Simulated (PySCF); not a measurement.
Te(F)(SMe) (CH₃FSTe), SMILES CS[Te]F. Geometry: B3LYP-D3(BJ)/def2-SVP. The def2 effective core potentials stand for the cores of Te; spin–orbit coupling is left out. Other conformers were not sampled.

Computed equilibrium geometry at B3LYP-D3(BJ)/def2-SVP (PySCF confirms it by a frequency run) as a Z-matrix (one conformer of several):
```
C
H 1 1.0976
H 1 1.0978 2 110.42
H 1 1.1006 2 109.41 3 120.68
S 1 1.8370 2 110.34 4 116.16
Te 5 2.3783 1 104.42 2 65.38
F 6 1.9676 5 101.15 1 -84.14
```
